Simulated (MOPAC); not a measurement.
MOPAC input (MNDO):

```
MNDO PRECISE GNORM=0.05 LET XYZ UHF MS=0.5 GEO-OK AUX(PRECISION=9) THREADS=1
ClGe

Ge   -0.00000000 1   -0.00000000 1   -0.76210370 1
Cl    0.00000000 1    0.00000000 1    1.43454814 1
```

From the last part of the output:

```
                                                       MOPAC v23.2.5 Linux

          FINAL HEAT OF FORMATION =         17.21146 KCAL/MOL =      72.01274 KJ/MOL

          COSMO AREA              =         95.82 SQUARE ANGSTROMS
          COSMO VOLUME            =         83.31 CUBIC ANGSTROMS

          GRADIENT NORM           =          0.00130          =       0.00092 PER ATOM
          IONIZATION POTENTIAL    =          6.614078 EV
          ALPHA SOMO LUMO (EV)    =         -6.614 -0.542
          BETA  SOMO LUMO (EV)    =         -8.809 -0.120
          NO. OF ALPHA ELECTRONS  =          6
          NO. OF BETA  ELECTRONS  =          5
          MOLECULAR WEIGHT        =        108.0430         POINT GROUP:  C*v

          MOLECULAR DIMENSIONS (Angstroms)

            Atom       Atom       Distance
           Cl     2   Ge     1     2.20279
           Cl     2   Ge     1     0.00000
           Ge     1   Cl     2     0.00000

          SCF CALCULATIONS        =          5

   ATOM   CHEMICAL          X               Y               Z
  NUMBER   SYMBOL      (ANGSTROMS)     (ANGSTROMS)     (ANGSTROMS)

     1      Ge          0.00000000  *   0.00000000  *  -0.76517320  *
     2      Cl          0.00000000  *  -0.00000000  *   1.43761764  *

                             CARTESIAN COORDINATES

   1   Ge        0.000000000     0.000000000    -0.765173205
   2   Cl        0.000000000    -0.000000000     1.437617645

           Empirical Formula: Ge Cl  =     2 atoms

      MOLECULAR POINT GROUP   :   C*v

          ALPHA EIGENVALUES
 -23.36288 -14.34055 -12.08134 -12.02253  -9.71489  -6.61408  -0.54224   0.86109

           BETA EIGENVALUES
 -23.31431 -14.02066 -12.02225 -11.96895  -8.80912  -0.12010   0.65609   1.35651

              NET ATOMIC CHARGES AND DIPOLE CONTRIBUTIONS

  ATOM NO.   TYPE          CHARGE      No. of ELECS.   s-Pop       p-Pop
    1         Ge           0.595831        3.4042     1.89278     1.51139
    2         Cl          -0.595831        7.5958     1.98980     5.60603
 DIPOLE           X         Y         Z       TOTAL
 POINT-CHG.     0.000     0.000    -6.304     6.304
 HYBRID         0.000    -0.000     2.412     2.412
 SUM            0.000    -0.000    -3.892     3.892

          ATOMIC ORBITAL ELECTRON POPULATIONS

     Atom    s        px        py        pz
    1 Ge   1.89278   1.01384   0.03648   0.46107
    2 Cl   1.98980   1.98616   1.96352   1.65635

                    (SZ)    =    0.500000
                    (S**2)  =    0.754923

          ATOMIC ORBITAL SPIN POPULATIONS

    Atom   Total    s     px     py     pz
         Atomic
    1 Ge  0.9936  0.031  0.986  0.002 -0.026
    2 Cl  0.0064  0.001  0.014 -0.002 -0.006

 **********************
 *                    *
 * JOB ENDED NORMALLY *
 *                    *
 **********************

 == MOPAC DONE ==
```
